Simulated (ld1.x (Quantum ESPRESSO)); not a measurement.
## Which change was made? (Sr, TM)

strontium (Sr), norm-conserving Troullier–Martins (Kleinman–Bylander form), made with ld1.x (Quantum ESPRESSO) 7.5 (PBEsol, fully relativistic). Core [Ar] 3d10, reference 4s2 4p6 4d0 5s1.75 5p0.25. Waves: 4s (bound): rc 1.55 bohr; 4p (bound): rc 2.10 bohr; 4d (bound, empty): rc 3.05 bohr. Local part: all-electron potential smoothed inside 2.75 bohr (lloc = -2). Core correction: none.

Open shells are filled in proportion to 2j + 1 (rel_dist='average').

Occupied shells without a wave of their own: 5p, 5s. They enter only through the test configuration that unscreens the potential.

Cutoffs, loose and tight: the cutoffs (Ry, on a coarse ladder) from which the occupation-weighted sum of valence levels, in a spherical-Bessel basis at the reference potential, stays within 10 and 1 mRy of its value at 400 Ry. They do not see the model core or the augmentation charge, which bear on the density cutoff. Test errors are all-electron minus pseudo excitation energies from the reference, over the configurations 4s2 4p6 4d0 5s2 5p0; 4s2 4p6 4d0 5s1 5p0; 4s2 4p6 4d0 5s0 5p0; 4s2 4p6 4d0 5s0 5p2; 4s2 4p5 4d0 5s2 5p0; 4s2 4p6 4d1 5s0 5p0; 4s2 4p6 4d0.5 5s1.5 5p0; variants that change the core or the reference have their own tests.

The base gives: outcome: generated; cutoff, loose: 50 Ry; cutoff, tight: 90 Ry; bound ghosts: none; largest test error (meV): +472.

On the changes marked as counting shells twice: ld1.x takes every shell without a wave as core, so the model core holds the marked electrons as well and exchange and correlation see them twice. This cancels in the reference configuration, but the file is broken for other ones, and its errors say nothing about a proper core correction.

Question: After one change the result is: outcome: generated; cutoff, loose: 55 Ry; cutoff, tight: 90 Ry; bound ghosts: none; largest test error (meV): +46. Which change was it?
A. core correction a·sin(br)/r model core inside 1.62 bohr (5p, 5s counted twice)
B. local potential the d channel
C. wave 4s (bound): rc 1.55 bohr becomes 4s (bound): rc 0.94 bohr

Answer: B. The others give: wave 4s (bound): rc 1.55 bohr becomes 4s (bound): rc 0.94 bohr → outcome: generated; cutoff, loose: 160 Ry; cutoff, tight: over 300 Ry; bound ghosts: none; largest test error (meV): +484 | core correction a·sin(br)/r model core inside 1.62 bohr (5p, 5s counted twice) → outcome: generated; cutoff, loose: 50 Ry; cutoff, tight: 90 Ry; bound ghosts: none; largest test error (meV): -278.
